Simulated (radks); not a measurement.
Values are calculated unless marked as measured or tabulated.
Ionisation ladder of platinum, from Pt to Pt4+. Each ion is in the ground configuration listed by NIST, and IE = E(next ion) - E(this ion). Code: a radial shooting solver on a logarithmic mesh with Libxc functionals. Model: scalar-relativistic Kohn-Sham, r2SCAN, spin-polarised, spherical densities, finite nucleus; open shells are filled with parallel spins first (spin-orbit coupling, left out, can overturn this in heavy ions); meta-GGA in the generalised Kohn-Sham scheme; Fermi nuclear charge, rms radius 5.427 fm.

species      configuration  E (hartree)  IE, Delta-SCF (eV)  -e(HOMO) (eV)     HOMO  <r> HOMO (bohr)  IE, NIST (eV)    kind  error (eV)
Pt       [Xe] 4f14 5d9 6s1  -18411.7777               9.510          5.604  5d down             1.68          8.959    exp.      +0.552
Pt+          [Xe] 4f14 5d9  -18411.4282              19.404         13.967  5d down             1.64           18.6    exp.      +0.844
Pt2+         [Xe] 4f14 5d8  -18410.7152              31.096         25.065  5d down             1.55             29  theory      +2.096
Pt3+         [Xe] 4f14 5d7  -18409.5724              43.777         37.305  5d down             1.48             43  theory      +0.777
Pt4+         [Xe] 4f14 5d6  -18407.9636              57.100         50.388  5d down             1.43             56  theory      +1.100

Reference values: NIST Atomic Spectra Database (exp. = measured, semi-emp. = semi-empirical, theory = theoretical value adopted there). Errors are taken from the NIST values before rounding. The ionisation energy per charge of the ion left behind rises most, in proportion, at Pt2+ ([Xe] 4f14 5d8), from 9.702 to 10.365 eV. Open shells are spherical and high-spin; term and fine-structure splittings are not resolved. Spin-orbit splitting is averaged out at the scalar-relativistic level.
